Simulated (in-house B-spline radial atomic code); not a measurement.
## Ionising Sr IV (Sr3+) with different functionals

Computed with an all-electron radial atomic-structure program (B-spline basis): four-component Dirac-Coulomb Hamiltonian, Fermi nucleus of rms radius 4.224 fm, spin-restricted, spherical fractional occupations for the functionals. The ionisation energy is the difference of two self-consistent energies, [Ar] 3d10 4s2 4p5 → [Ar] 3d10 4s2 4p4, without Breit or QED terms; ε is the level of the shell that loses the electron (mean over j). The electron is taken from both j subshells in proportion to 2j + 1, so the result is a j average, not the step between ground levels.

Hybrids are left out here: with spherical fractional occupations of an open shell their exact exchange keeps a self-interaction that integer-occupation calculations don't have.

| method | rung | ΔSCF (eV) | -ε(4p) (eV) |
| --- | --- | --- | --- |
| LDA VWN5 | LDA | 57.52 | 50.34 |
| relativistic LDA | LDA | 57.50 | 50.32 |
| LDA PW92 | LDA | 57.52 | 50.33 |
| LDA exchange-only | LDA | 55.90 | 48.74 |
| PBE | GGA | 57.34 | 50.18 |
| PBEsol | GGA | 57.34 | 50.17 |
| BLYP | GGA | 57.16 | 49.99 |
| RPBE | GGA | 57.30 | 50.15 |
| PW91 | GGA | 57.42 | 50.26 |
| BP86 | GGA | 57.45 | 50.28 |
| AM05 | GGA | 57.34 | 50.17 |
| OLYP | GGA | 57.47 | 50.30 |

Task: How do they compare with the NIST value?

Result: NIST lists 56.280 eV ± 0.003 (semi-empirical, ground level to ground level). Errors run from -0.38 to +1.24 eV. The correlated functionals all miss on the same side by more than they spread, so the cause is common to them (Breit-QED terms, spin polarisation, the choice among j levels, multiplet and fine-structure energies, or a listed next ion that isn't the cheapest removal here) and closeness doesn't rank the functionals.
